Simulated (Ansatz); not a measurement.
Total energies of [WO3(OH)]- (WO4H⁻) from Ansatz at PBE0-D4/def2-TZVPD, gas phase (1 Eh = 27.2114 eV = 2625.5 kJ/mol). The reference geometry is relaxed at r2SCAN-D4/def2-SVPD.

```
            state                        geometry  energy (Eh)
charge -1 singlet                       reference   -368.69349
 charge 0 doublet                       reference   -368.50634
 charge 0 doublet  relaxed at r2SCAN-D4/def2-SVPD   -368.51710
```

In the def2 sets W takes a core potential; there is no spin–orbit coupling.

Problem. Work out the vertical ionisation energy to the doublet.

Solution. E(charge 0 doublet) − E(charge -1 singlet) = -368.50634 − (-368.69349) = 0.18715 Eh = 5.09 eV. For comparison, −ε of the highest occupied level is 3.09 eV at this level, 2.00 eV less.

Problem. How much does the charge 0 doublet relax, and what is the adiabatic ionisation energy?

Solution. Relaxation: -368.50634 − (-368.51710) = 0.01076 Eh = 0.29 eV. Adiabatic ionisation energy: 0.17639 Eh = 4.80 eV, without zero-point energy.
